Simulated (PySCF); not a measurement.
C6H6F3P.
Atom-mapped SMILES: `[CH2:1]=[CH:2][P:3]([C:4]#[C:5][CH3:6])[C:7]([F:8])([F:9])[F:10]` (hydrogens: H11, H12 on C1; H13 on C2; H14, H15, H16 on C6)

Level: PBE0/pcSseg-1 and CAM-B3LYP/def2-SVPD in PySCF, non-relativistic, on one gas-phase PBE0-D3(BJ)/def2-SVP geometry that isn't relaxed in the solvent. The solvent is an IEF-PCM continuum (Bondi radii, 1.10 Å for H, scaled by 1.2). The model holds no explicit solvent molecules, cavitation or dispersion.

Gas phase at PBE0/pcSseg-1: HOMO -7.02 eV, LUMO -0.73 eV, dipole 3.27 D.

**Question.** What does the continuum do to the energy, the frontier levels and the dipole at PBE0/pcSseg-1 in chloroform and water?

**Answer.** 
```
   solvent      ε  E(solvent) − E(gas) (kcal/mol)  polarisation term (kcal/mol)  distortion of the solute (kcal/mol)  HOMO (eV)  LUMO (eV)  dipole (D)
chloroform  4.711                           -3.37                         -3.72                                 0.35      -7.04      -0.71        3.87
     water  78.36                           -4.78                         -5.49                                 0.71      -7.08      -0.72        4.08
```

The polarisation term is half the interaction of the solute with the surface charges that it induces; the rest is the cost of distorting the solute's density. The sum is the electrostatic part of solvation alone. From chloroform to water the lowering changes by a factor 1.42, Onsager's factor (ε − 1)/(2ε + 1) by 1.38 and ε itself by 16.6.

**Question.** Which radius a makes the point-dipole formula ΔE = −[(ε − 1)/(2ε + 1)]·μ²/a³ give the value in water, with the gas-phase dipole?

**Answer.** μ = 1.287 au and |ΔE| = 0.00762 Eh give a = 2.51 Å; the farthest nucleus lies 3.88 Å from the centroid of the nuclei, so such a sphere wouldn't even hold the nuclei. The formula assumes a rigid point dipole at the centre of a sphere.

**Question.** Which IAO charges (PBE0/pcSseg-1) respond most in chloroform (means over atoms taken as equivalent)?

**Answer.** 
```csv
atoms,environment,gas (e),solvent (e),change
C4,alkyne carbon,-0.338,-0.359,-0.021
C5,alkyne carbon,+0.013,+0.021,+0.008
H11,vinylic hydrogen,+0.158,+0.166,+0.008
H14/H15/H16,methyl hydrogen,+0.177,+0.185,+0.008
H13,vinylic hydrogen,+0.164,+0.171,+0.007
C2,alkene CH carbon,-0.352,-0.359,-0.007
```

**Question.** Which Mayer bond orders change most in chloroform?

**Answer.** 
| bond | length (Å) | gas | solvent | change |
| --- | --- | --- | --- | --- |
| C4–C5 | 1.218 | 2.731 | 2.714 | -0.017 |
| C5–C6 | 1.450 | 1.207 | 1.216 | +0.009 |
| C6–H14 | 1.101 | 0.919 | 0.912 | -0.007 |
| C6–H15 | 1.101 | 0.919 | 0.913 | -0.006 |
| C2–P3 | 1.820 | 0.925 | 0.930 | +0.005 |
| C7–F8 | 1.330 | 0.996 | 0.991 | -0.005 |
| C6–H16 | 1.101 | 0.917 | 0.912 | -0.005 |
| C1–C2 | 1.334 | 1.962 | 1.958 | -0.004 |

Gas phase at CAM-B3LYP/def2-SVPD: HOMO -8.31 eV, LUMO 0.33 eV, dipole 3.37 D.

**Question.** What does the continuum do to the energy, the frontier levels and the dipole at CAM-B3LYP/def2-SVPD in chloroform?

**Answer.** 
```csv
solvent,ε,E(solvent) − E(gas) (kcal/mol),polarisation term (kcal/mol),distortion of the solute (kcal/mol),HOMO (eV),LUMO (eV),dipole (D)
chloroform,4.711,-3.22,-3.58,0.36,-8.29,0.39,3.99
```

**Question.** How does the static polarisability (CAM-B3LYP/def2-SVPD, frozen core, with the continuum's full static response) change?

**Answer.** 
```json
{"medium": "gas", "isotropic (au)": "101.1", "principal values (au)": "73.9, 101.6, 127.7", "⟨r²⟩ of the electrons (bohr²)": "1835.9"}
{"medium": "chloroform", "isotropic (au)": "125.1", "principal values (au)": "92.0, 125.9, 157.3", "⟨r²⟩ of the electrons (bohr²)": "1833.9"}
```

The isotropic value in chloroform is 1.24 times the gas-phase one; no cavity-field correction is applied. ⟨r²⟩ is taken about the centre of nuclear charge.

Conformer computed: `[CH2:1]=[CH:2][P:3]([C:4]#[C:5][CH3:6])[C:7]([F:8])([F:9])[F:10]`: C1–C2–P3–C4 -16°, C2–P3–C7–F8 54°.
